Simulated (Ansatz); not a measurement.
Consider the formal exchange of groups at a Ga–Ge bond: `[F][GeH2][GaH2]` + `[NH2][AlH2]` → `[NH2][AlH][GaH2]` + `[F][GeH3]`.

Calculated with Ansatz (gas phase, PBE0-D4/def2-TZVP geometries, no zero-point term in ΔE). CCSD(T)/CBS is the MP2 limit (def2-TZVPP, def2-QZVPP) plus CCSD(T) − MP2 in def2-TZVPP, frozen cores. This one scheme is used for every species. Functionals use def2-TZVPP. For Ga, Ge outer-core shells are correlated without core-valence functions, which leaves a few kJ/mol of doubt a bond. Scalar relativity is left out up to krypton. Each species was taken in one conformer, which may not be the lowest.

`[F][GeH2][GaH2]`:

```xyz
7

F    -2.069   -0.394    0.784
Ge   -0.573   -0.829   -0.023
Ga    0.912    1.124   -0.029
H    -0.043   -2.045    0.768
H    -1.011   -1.317   -1.421
H     0.455    2.475    0.616
H     2.328    0.986   -0.696
```

`[NH2][AlH2]`:

```xyz
6

N    -0.127   -0.290    0.883
Al    0.112    0.256   -0.780
H    -0.818    0.080    1.517
H     0.406   -1.015    1.334
H    -0.824    1.412   -1.322
H     1.250   -0.443   -1.632
```

`[NH2][AlH][GaH2]`:

```xyz
8

N    -1.062    1.283    0.745
Al   -0.576   -0.397    0.457
Ga    1.402   -0.893   -1.022
H    -0.614    2.100    0.364
H    -1.841    1.555    1.324
H    -1.467   -1.497    1.187
H     2.878   -1.033   -0.472
H     1.280   -1.117   -2.584
```

`[F][GeH3]`:

Cartesian coordinates in Å:
```
F -0.784 -0.444 -1.384
Ge 0.043 0.025 0.076
H -1.045 0.243 1.134
H 0.980 -1.137 0.430
H 0.805 1.313 -0.257
```

| species | BHLYP energy (Eh) |
| --- | --- |
| `[F][GeH2][GaH2]` | -4104.08486 |
| `[NH2][AlH2]` | -299.61010 |
| `[NH2][AlH][GaH2]` | -2225.02955 |
| `[F][GeH3]` | -2178.66019 |

Work out ΔE.

ΔE = (-2225.02955) + (-2178.66019) − (-4104.08486) − (-299.61010) = 0.00522 Eh = +13.7 kJ/mol. CCSD(T)/CBS gives +11.2 kJ/mol.

Largest T1 diagnostic among the species: 0.013.

Leaving LDA and LC-ωPBE aside and taking each functional with its dispersion term where it has one, the values, not all of them listed here, spread over 6.7 kJ/mol, from HSE06-D4 to BLYP-D4. At CCSD(T), def2-SVP lies −3.5 kJ/mol from the extrapolated value and def2-TZVPP −1.1 kJ/mol.
